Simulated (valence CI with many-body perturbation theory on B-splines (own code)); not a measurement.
# Kr XXIV: calculated level list

Calculated by relativistic CI+MBPT: three valence electrons over a frozen Dirac-Fock core [Ne], radial functions for each j: 11 s, 11 p, 10 d, 8 f, 5 g, 2 h, with the one-electron correlation potential Σ1 (screened to all orders), the two-electron term Σ2, the three-electron term Σ3, Breit, model QED; selected single and double excitations, second order for the rest, scaled by the run's own slope (own B-spline code, finite nucleus).

No measured levels were compared; by estimate levels of excited configurations hold to 0.05 to 0.15 % of their energy, terms of the ground configuration to about 0.5 %.

Levels 46 to 90 of 152, with energies above the lowest level, 3s²3p ²P°_1/2. "Leading %" is the weight of the configuration and term that name the level; weights of strongly mixed levels are sums over their largest components and can fall short. In the jj column 3d3/2^4 stands for four electrons in 3d with j = 3/2. Lifetimes count E1, E2, E3, M1 and M2 decay at the calculated energies, and are blank where another channel may lead or the interval is too uncertain; long ones can be off by a factor of two.

```tsv
No.	Configuration	Term	J	E (cm⁻¹)	Leading %	Lifetime	Leading jj
46	3p²3d	⁴D	1/2	1775300	81	20.3 ps	3p1/2 3p3/2 3d3/2 (97 %)
47	3p²3d	⁴F	7/2	1775500	66	26.2 ps	3p1/2 3p3/2 3d5/2 (90 %)
48	3p²3d	⁴F	9/2	1798500	67	31.4 ps	3p1/2 3p3/2 3d5/2 (85 %)
49	3p²3d	⁴D	3/2	1807200	54	17.9 ps	3p1/2 3p3/2 3d5/2 (72 %)
50	3p²3d	⁴D	5/2	1808900	56	18.6 ps	3p1/2 3p3/2 3d5/2 (61 %)
51	3p²3d	²G	7/2	1847300	73	38.8 ps	3p1/2 3p3/2 3d5/2 (34 %)
52	3p²3d	⁴P	5/2	1849800	46	9.55 ps	3p1/2 3p3/2 3d5/2 (67 %)
53	3p²3d	²P	1/2	1853900	54	13.2 ps	3p1/2 3p3/2 3d3/2 (42 %)
54	3p²3d	⁴P	3/2	1857600	41	9.08 ps	3p1/2 3p3/2 3d3/2 (74 %)
55	3p²3d	⁴D	7/2	1868600	65	22.0 ps	3p3/2^2 3d5/2 (82 %)
56	3p²3d	⁴P	1/2	1890800	53	8.05 ps	3p3/2^2 3d3/2 (45 %)
57	3p²3d	²G	9/2	1891500	57	34.0 ps	3p3/2^2 3d5/2 (82 %)
58	3p²3d	²D	5/2	1912800	49	9.68 ps	3p3/2^2 3d3/2 (38 %)
59	3p²3d	²D	3/2	1913300	43	9.21 ps	3p3/2^2 3d3/2 (69 %)
60	3p²3d	²P	1/2	1925600	58	13.9 ps	3p1/2 3p3/2 3d5/2 (69 %)
61	3p²3d	²D	3/2	1926300	60	14.8 ps	3p1/2 3p3/2 3d5/2 (54 %)
62	3p²3d	²F	5/2	1950800	66	8.03 ps	3p1/2 3p3/2 3d5/2 (34 %)
63	3p²3d	²P	3/2	1987600	47	12.1 ps	3p3/2^2 3d5/2 (55 %)
64	3p²3d	²S	1/2	1987600	63	10.3 ps	3p3/2^2 3d5/2 (42 %)
65	3s3d²	⁴F	3/2	1991500	99	9.30 ps	3s 3d3/2^2 (70 %)
66	3p²3d	²F	7/2	1996800	79	8.27 ps	3p3/2^2 3d3/2 (48 %)
67	3s3d²	⁴F	5/2	1997400	97	9.87 ps	3s 3d3/2 3d5/2 (63 %)
68	3s3d²	⁴F	7/2	2006400	97	10.4 ps	3s 3d3/2 3d5/2 (77 %)
69	3p²3d	²D	5/2	2013700	83	15.2 ps	3p3/2^2 3d5/2 (78 %)
70	3s3d²	⁴F	9/2	2016600	100	11.4 ps	3s 3d5/2^2 (76 %)
71	3s3d²	⁴P	1/2	2054000	99	8.07 ps	3s 3d3/2^2 (44 %)
72	3s3d²	⁴P	3/2	2058000	99	8.41 ps	3s 3d3/2 3d5/2 (93 %)
73	3s3d²	⁴P	5/2	2062700	97	8.66 ps	3s 3d3/2 3d5/2 (57 %)
74	3p²3d	²D	5/2	2078600	73	7.32 ps	3p3/2^2 3d5/2 (58 %)
75	3p²3d	²D	3/2	2089600	81	7.26 ps	3p3/2^2 3d3/2 (47 %)
76	3s3d²	²D	5/2	2128500	75	7.45 ps	3s 3d5/2^2 (46 %)
77	3s3d²	²D	3/2	2128700	69	7.09 ps	3s 3d5/2^2 (30 %)
78	3s3d²	²G	7/2	2130300	87	12.2 ps	3s 3d3/2 3d5/2 (70 %)
79	3s3d²	²G	9/2	2132000	87	12.0 ps	3s 3d3/2 3d5/2 (65 %)
80	3s3d²	²F	5/2	2192100	63	6.16 ps	3s 3d3/2 3d5/2 (41 %)
81	3s3d²	²F	7/2	2198500	73	6.78 ps	3s 3d5/2^2 (49 %)
82	3s3d²	²P	1/2	2234500	58	5.05 ps	3s 3d3/2 3d5/2 (42 %)
83	3s3d²	²P	3/2	2251600	68	5.31 ps	3s 3d3/2 3d5/2 (36 %)
84	3s3d²	²S	1/2	2257300	71	6.19 ps	3s 3d5/2^2 (67 %)
85	3p3d²	⁴G°	5/2	2401700	82	34.9 ps	3p1/2 3d3/2^2 (83 %)
86	3p3d²	⁴G°	7/2	2429600	88	33.5 ps	3p1/2 3d3/2 3d5/2 (81 %)
87	3p3d²	⁴G°	9/2	2462200	82	29.1 ps	3p1/2 3d5/2^2 (40 %)
88	3p3d²	²F°	5/2	2463000	35	20.6 ps	3p1/2 3d3/2 3d5/2 (75 %)
89	3p3d²	²D°	3/2	2477800	50	15.3 ps	3p1/2 3d3/2 3d5/2 (80 %)
90	3p3d²	⁴D°	1/2	2496400	49	14.9 ps	3p1/2 3d3/2 3d5/2 (92 %)
```

Names give the largest LS component (configuration and term), which can be under half, so a name can repeat, a term be missing and a line seem to break the LS rules; names also repeat where a configuration has a term twice.

Where two levels of one J and parity lie close, their mixing, g and order are uncertain.
